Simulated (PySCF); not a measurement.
Species: 4-(aminomethyl)pyridine, C6H8N2.
Geometry (GFN2-xTB, Å), atoms numbered from 1 in this order:
```
atom  x, y, z in Å
N1    -2.4423    0.0555   -0.5767
C2    -1.5940   -0.5633    0.4350
C3    -0.1360   -0.2161    0.2642
C4     0.6908   -0.9704   -0.5620
C5     2.0029   -0.5647   -0.7442
N6     2.5194    0.5116   -0.1761
C7     1.7351    1.2320    0.6073
C8     0.4091    0.9178    0.8575
H9    -2.3597    1.0663   -0.5335
H10   -2.1506   -0.2367   -1.5040
H11   -1.7341   -1.6456    0.3650
H12   -1.9498   -0.2286    1.4132
H13    0.3175   -1.8605   -1.0474
H14    2.6780   -1.1291   -1.3743
H15    2.1957    2.1024    1.0566
H16   -0.1897    1.5385    1.5079
```

Probes without a nucleus sit at each ring's centroid and 1 Å off its mean plane on both sides; NICS is minus the shielding there, NICSzz its component along the normal. Level: GIAO PBE0/pcSseg-1 (PySCF, non-relativistic, gas phase) on the GFN2-xTB geometry, one conformer.

Ring bond lengths (Å), with Mayer bond orders in brackets: C3–C4 1.391 (1.37), C4–C5 1.385 (1.40), C5–N6 1.322 (1.48), N6–C7 1.322 (1.48), C7–C8 1.385 (1.40), C8–C3 1.391 (1.37).

Q: Give the NICS values of each ring in ppm.

A: 
| ring | type | NICS(0) | NICS(1), two faces | NICS(1)zz, two faces | rms pucker (Å) | centre to ring atoms, mean (Å) |
| --- | --- | --- | --- | --- | --- | --- |
| C3–C4–C5–N6–C7–C8 | 6-membered ring with N; formal bonds all aromatic | -7.5 | -11.1 / -11.4 | -27.8 / -28.8 | 0.00 | 1.37 |

Q: What can be read from them?

A: 
- C3–C4–C5–N6–C7–C8: mean NICS(1)zz -28.3 ppm, shielded. For a flat ring without four-coordinate atoms the NICS criterion counts such a value as aromatic.

Q: How equal are the bonds by HOMA? HOMA takes Krygowski's 1993 parameters.

A: 
- C3–C4–C5–N6–C7–C8: HOMA 0.99; the largest term is that of N6–C7, α(R − Ropt)² = 0.01. The geometric and the magnetic index point the same way.

Q: List the ring angles and the Hirshfeld charges of the ring atoms.

A: 
- C3–C4–C5–N6–C7–C8: C3 117.5° (+0.012 e), C4 118.8° (-0.060 e), C5 123.5° (+0.015 e), N6 117.8° (-0.168 e), C7 123.5° (+0.015 e), C8 118.9° (-0.060 e); sum 720.0° against 720° for a flat convex ring.

Q: How shielded are the nuclei of the rings and their hydrogens (means over atoms taken as equivalent)?

A: 
```csv
atoms,environment,σ isotropic (ppm),"principal values of the symmetric part, first atom (ppm)"
C3,substituted aromatic carbon,26.2,"-70.3, -31.5, 180.3"
C4 (×2),aromatic CH carbon,60.3,"-46.6, 60.4, 167.0"
C5 (×2),aromatic CH next to a ring nitrogen,30.0,"-80.0, 24.7, 145.4"
N6,pyridine-type nitrogen,-88.0,"-405.0, -169.8, 310.7"
H13 (×2),aromatic hydrogen,24.50,"21.7, 22.6, 29.2"
H14 (×2),aromatic hydrogen,22.76,"18.9, 22.4, 27.1"
```

Time: 30 s (grids of density and orbitals included); peak memory 0.79 GiB. Hardware: one thread, Arm Neoverse V1 (aarch64), shared host with 32 logical CPUs at a one-minute load of 17. This is the whole shielding run at PBE0/pcSseg-1, SCF included.
